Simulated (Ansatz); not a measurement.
Ansatz (a first-principles code) input (MP2/6-31G*):

Ansatz 0.2 input:
```yaml
crystal:
  periodic: [false, false, false]
  atoms:
    - {symbol: C, position_ang: [-1.86451500, -0.19305099, -0.30229087]}
    - {symbol: C, position_ang: [-0.56333315, -0.04154812, 0.48026975]}
    - {symbol: C, position_ang: [0.64701013, 0.05136304, -0.42749150]}
    - {symbol: O, position_ang: [1.80978774, 0.19009325, 0.38569311]}
    - {symbol: H, position_ang: [-1.85657416, -1.09701737, -0.91613990]}
    - {symbol: H, position_ang: [-2.02991663, 0.65781071, -0.96765210]}
    - {symbol: H, position_ang: [-2.72100087, -0.25792182, 0.36994247]}
    - {symbol: H, position_ang: [-0.59818899, 0.85497302, 1.10460412]}
    - {symbol: H, position_ang: [-0.42584240, -0.88977339, 1.15582038]}
    - {symbol: H, position_ang: [0.54058237, 0.91196633, -1.10137152]}
    - {symbol: H, position_ang: [0.71473927, -0.85110660, -1.04961729]}
    - {symbol: H, position_ang: [2.58292759, 0.24973953, -0.18405526]}
basis:
  gaussian:
    orbitals: 6-31G*
total_charge: 1
magnetization: {spin_polarized: true, initial_magnetization: 1}
correlation: {method: mp2, electrons: outside_noble_gas}
```

Output:

```
Functional definition: HF
integrals: 0.04 GiB planned
816 factors; integrals over basis functions are off by at most 8.0e-4 eV
mean field: 0.20 GiB planned
mean field evaluation 1: about -5239.2962 eV, gradient 3.1e1 eV
mean field evaluation 2: about -5239.2956 eV, gradient 3.1e1 eV
mean field evaluation 4: about -5243.8878 eV, gradient 4.0e0 eV
mean field evaluation 8: about -5245.4029 eV, gradient 1.1e0 eV
mean field evaluation 16: about -5245.4390 eV, gradient 2.3e-6 eV
mean field evaluation 32: about -5245.1701 eV, gradient 2.9e0 eV
mean field -5245.43898099 eV, -192.7663270651 hartree, gradient 2.3e-6 eV, S^2 0.760613; 4 other end points of the search recorded, 0 dependent functions left out
4 core orbitals not correlated
reference -5245.43898099 eV, -192.7663270651 hartree; 13, 12 occupied and 59, 60 virtual orbitals, 816 factors
second order -14.37254838 eV of doubles, -0.00000000 eV of singles
Total energy: -5259.81152937 eV, -193.2945084759 hartree
```

The dipole moment of an ion depends on the origin.

The geometry given is a B3LYP-D3(BJ)/def2-TZVP minimum of the species of charge 0 and multiplicity 1, not of this state.
